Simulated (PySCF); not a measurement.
Si(F)(Cl)2(NH2), SMILES N[Si](F)(Cl)Cl, PBE0/def2-SVP optimised geometry.

```
7

N     -1.19    -1.78    -1.35
Si    -0.64    -0.95     0.00
F     -1.07    -1.59     1.41
Cl     1.40    -0.95     0.00
Cl    -1.40     0.95     0.00
H     -2.14    -1.68    -1.71
H     -0.71    -2.59    -1.73
```

Density from PBE0/def2-TZVP (PySCF) at that geometry.

Minimum of the electron density along straight lines between bonded atoms, close to the bond critical point (lines longer than 1.1 times the sum of covalent radii, or with two minima, are not listed):

```tsv
bond	length / Å	ρ at the minimum / e bohr⁻³	∇²ρ there / e bohr⁻⁵	position (fraction from the first atom)
N1–Si2	1.686	[?]	0.64	0.60
Si2–F3	1.613	[?]	[?]	0.42
Si2–Cl4	2.041	0.104	0.23	0.36
Si2–Cl5	2.041	0.104	0.23	0.36
N1–H6	1.012	0.331	-1.67	0.74
N1–H7	1.012	0.331	-1.68	0.74
```

Task: Some entries are withheld; supply them.

Result: 
- N1–Si2, ρ at the minimum / e bohr⁻³: 0.145
- Si2–F3, ρ at the minimum / e bohr⁻³: 0.136
- Si2–F3, ∇²ρ there / e bohr⁻⁵: 0.92
